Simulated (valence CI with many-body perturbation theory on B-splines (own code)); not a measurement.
Results of a calculation; reference values are marked as such.
Energy levels of Cu¹⁴⁺

Level of theory: configuration interaction combined with many-body perturbation theory (CI+MBPT): five valence electrons over a frozen Dirac-Fock core [Ne], radial functions for each j: 11 s, 11 p, 10 d, 8 f, 5 g, 2 h, with the one-electron correlation potential Σ1 (screened to all orders), the two-electron term Σ2, the three-electron term Σ3, Breit, model QED; selected single and double excitations, second order for the rest, scaled by the run's own slope (own B-spline code, finite nucleus).

No measured levels were compared; by estimate levels of excited configurations hold to 0.05 to 0.15 % of their energy, terms of the ground configuration to about 0.5 %. Among the levels kept, up to 3300 cm⁻¹ of a level comes from second order outside the variational space, and about a tenth of that is noise between levels of different J, which matters for small intervals.

Levels 1 to 45 of 171, with energies above the lowest level, 3s2.3p3 4S°_3/2. "Leading %" is the weight of the configuration and term that name the level; weights of strongly mixed levels are sums over their largest components and can fall short.

```csv
No.,Configuration,Term,J,E (cm⁻¹),Leading %,g,Second component
1,3s2.3p3,4S°,3/2,0,91,1.951,6 % 3s2.3p3 2P°
2,3s2.3p3,2D°,3/2,48190,79,0.922,15 % 3s2.3p3 2P°
3,3s2.3p3,2D°,5/2,58053,97,1.199,
4,3s2.3p3,2P°,1/2,91489,96,0.664,
5,3s2.3p3,2P°,3/2,106480,76,1.259,17 % 3s2.3p3 2D°
6,3s.3p4,4P,5/2,338060,87,1.589,9 % 3s2.3p2.3d 4P
7,3s.3p4,4P,3/2,355570,87,1.723,10 % 3s2.3p2.3d 4P
8,3s.3p4,4P,1/2,362340,86,2.650,10 % 3s2.3p2.3d 4P
9,3s.3p4,2D,3/2,419190,73,0.829,19 % 3s2.3p2.3d 2D
10,3s.3p4,2D,5/2,424040,75,1.210,19 % 3s2.3p2.3d 2D
11,3s2.3p2.3d,2P,3/2,477940,49,1.309,43 % 3s.3p4 2P
12,3s.3p4,2S,1/2,483390,34,1.233,30 % 3s.3p4 2P
13,3s.3p4,2S,1/2,510960,45,1.421,22 % 3s2.3p2.3d 2P
14,3s2.3p2.3d,4F,3/2,514460,90,0.450,4 % 3s2.3p2.3d 4D
15,3s2.3p2.3d,4F,5/2,521570,86,1.064,9 % 3s2.3p2.3d 4D
16,3s2.3p2.3d,4F,7/2,532210,90,1.247,7 % 3s2.3p2.3d 4D
17,3s2.3p2.3d,2F,5/2,536320,76,0.957,17 % 3s2.3p2.3d 4D
18,3s2.3p2.3d,4F,9/2,544220,92,1.321,5 % 3s2.3p2.3d 2G
19,3s2.3p2.3d,2F,7/2,544300,52,1.262,42 % 3s2.3p2.3d 4D
20,3s2.3p2.3d,4D,1/2,544840,93,0.034,
21,3s2.3p2.3d,4D,3/2,546290,89,1.161,5 % 3s2.3p2.3d 4F
22,3s2.3p2.3d,4D,5/2,554320,67,1.238,21 % 3s2.3p2.3d 2F
23,3s2.3p2.3d,4D,7/2,571520,48,1.285,41 % 3s2.3p2.3d 2F
24,3s2.3p2.3d,2G,7/2,602990,92,0.903,5 % 3s2.3p2.3d 2F
25,3s2.3p2.3d,2P,3/2,608020,46,1.294,42 % 3s.3p4 2P
26,3s2.3p2.3d,2G,9/2,609630,92,1.122,5 % 3s2.3p2.3d 4F
27,3s2.3p2.3d,4P,5/2,619860,80,1.569,8 % 3s.3p4 4P
28,3s2.3p2.3d,4P,3/2,626500,73,1.614,8 % 3s.3p4 4P
29,3s2.3p2.3d,4P,1/2,627700,37,1.585,31 % 3s2.3p2.3d 2P
30,3s2.3p2.3d,4P,1/2,634190,46,1.715,24 % 3s2.3p2.3d 2P
31,3s2.3p2.3d,2D,3/2,639110,75,0.931,10 % 3s2.3p2.3d 4P
32,3s2.3p2.3d,2D,5/2,656590,81,1.215,10 % 3s.3p4 2D
33,3s2.3p2.3d,2D,3/2,672960,75,0.832,14 % 3s.3p4 2D
34,3s2.3p2.3d,2D,5/2,676170,87,1.196,5 % 3s.3p4 2D
35,3s2.3p2.3d,2P,1/2,688860,79,0.836,10 % 3s2.3p2.3d 2S
36,3s2.3p2.3d,2F,5/2,694960,74,0.939,17 % 3s2.3p2.3d 2D
37,3s2.3p2.3d,2P,3/2,704110,84,1.307,5 % 3s.3p4 2P
38,3s2.3p2.3d,2F,7/2,704850,95,1.140,
39,3s2.3p2.3d,2S,1/2,706840,66,1.857,13 % 3s.3p4 2S
40,3s2.3p2.3d,2D,5/2,736000,73,1.131,21 % 3s2.3p2.3d 2F
41,3s2.3p2.3d,2D,3/2,736910,94,0.807,
42,3s.3p3.3d,6D°,1/2,770590,98,3.322,
43,3s.3p3.3d,6D°,3/2,771100,98,1.859,
44,3s.3p3.3d,6D°,5/2,771890,97,1.650,
45,3s.3p3.3d,6D°,7/2,773000,97,1.581,
```

Names give the largest LS component (configuration and term), which can be under half, so a name can repeat, a term be missing and a line seem to break the LS rules; names also repeat where a configuration has a term twice.

The ionisation energy to 3s2.3p2 3P_0 of the next ion comes out as 478.23 eV (NIST: 483.1 ± 0.9 eV (semi-empirical), further off than twice its uncertainty). All 171 levels together are meant to be complete up to 1307400 cm⁻¹.
